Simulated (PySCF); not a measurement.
**How methods differ on the electron affinity of Te**

Te⁻ [Kr] 4d10 5s2 5p5 (2P) → Te [Kr] 4d10 5s2 5p4 (3P), as a difference of total energies. Calculation: PySCF 2.14, in dyall-av2z (22s16p12d, 130 functions); the non-relativistic Hamiltonian (point nucleus). Correlated levels: valence: [Kr] 4d10 frozen; virtual orbitals above 40 to 60 times the deepest correlated orbital energy dropped. The calculations carry no spin-orbit coupling.

Task: Order these methods by the electron affinity they give, lowest first.
A. B97-3
B. PBE
C. UHF
D. LDA

Result: C (1.194 eV), A (2.096 eV), B (2.177 eV), D (2.409 eV).

A first-order spin-orbit estimate (lowest level to lowest level, LS coupling) adds -0.025 eV.

These non-relativistic numbers lack the scalar-relativistic shift.

In the anion the highest occupied orbital energy is positive at LDA, PBE, r2SCAN, r2SCANh, a self-interaction effect; the basis confines that electron, and the energy difference can still be sensible.

For comparison: 1.971 eV (measured; photodetachment measurements, as compiled on the Wikipedia data page of electron affinities).
